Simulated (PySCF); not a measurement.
C3H10Si3, SMILES C1(C=C)[SiH2][SiH2][SiH2]1.

Geometry optimised at B3LYP-D3(BJ)/def2-SVP. This is a generated structure with no PubChem entry under its InChIKey; it may be hypothetical. The values are those of a single conformer.

Calculation: PySCF with B3LYP-D3(BJ)/def2-SVP.

Frequencies are harmonic and unscaled.

Computed harmonic wavenumbers and intensities:
| mode | ν (cm⁻¹) | IR (km/mol) | moving atoms (share of kinetic energy) |
|---|---|---|---|
| 1 | 70 | 0.1 | Si 54 %, H 28 %, C 18 % |
| 2 | 79 | 0.0 | C 49 %, H 26 %, Si 25 % |
| 3 | 204 | 1.9 | H 41 %, C 40 %, Si 19 % |
| 4 | 215 | 0.0 | H 51 %, C 30 %, Si 19 % |
| 5 | 262 | 3.7 | H 35 %, Si 33 %, C 32 % |
| 6 | 334 | 0.1 | H 84 %, Si 15 % |
| 7 | 357 | 12.0 | H 54 %, C 32 %, Si 14 % |
| 8 | 395 | 2.2 | Si 42 %, H 38 %, C 20 % |
| 9 | 398 | 1.0 | Si 78 %, H 21 % |
| 10 | 443 | 0.4 | Si 83 %, H 15 % |
| 11 | 523 | 5.5 | H 55 %, Si 31 %, C 14 % |
| 12 | 553 | 0.2 | H 93 % |
| 13 | 569 | 0.5 | H 47 %, Si 27 %, C 26 % |
| 14 | 605 | 0.8 | H 70 %, C 15 %, Si 15 % |
| 15 | 621 | 87.3 | H 80 %, C 11 %, Si 9 % |
| 16 | 648 | 1.2 | H 94 % |
| 17 | 713 | 7.9 | H 82 %, Si 10 % |
| 18 | 771 | 28.6 | H 60 %, C 35 % |
| 19 | 793 | 256.4 | H 81 %, Si 15 % |
| 20 | 798 | 0.1 | H 51 %, C 44 % |
| 21 | 916 | 113.2 | H 95 % |
| 22 | 917 | 13.4 | H 73 %, C 27 % |
| 23 | 927 | 207.9 | H 95 % |
| 24 | 945 | 10.4 | H 94 % |
| 25 | 962 | 13.4 | H 66 %, C 33 % |
| 26 | 1005 | 1.1 | H 77 %, C 22 % |
| 27 | 1047 | 18.8 | H 89 %, C 10 % |
| 28 | 1138 | 82.3 | C 69 %, H 30 % |
| 29 | 1220 | 0.1 | H 73 %, C 27 % |
| 30 | 1314 | 3.1 | H 81 %, C 19 % |
| 31 | 1429 | 3.2 | H 82 %, C 18 % |
| 32 | 1698 | 35.7 | C 86 %, H 14 % |
| 33 | 2198 | 175.8 | H 98 % |
| 34 | 2200 | 70.1 | H 98 % |
| 35 | 2205 | 18.2 | H 97 % |
| 36 | 2212 | 67.5 | H 96 % |
| 37 | 2214 | 113.5 | H 96 % |
| 38 | 2226 | 140.4 | H 96 % |
| 39 | 3017 | 2.7 | H 93 % |
| 40 | 3121 | 10.9 | H 93 % |
| 41 | 3133 | 4.8 | H 93 % |
| 42 | 3228 | 11.3 | H 89 %, C 11 % |
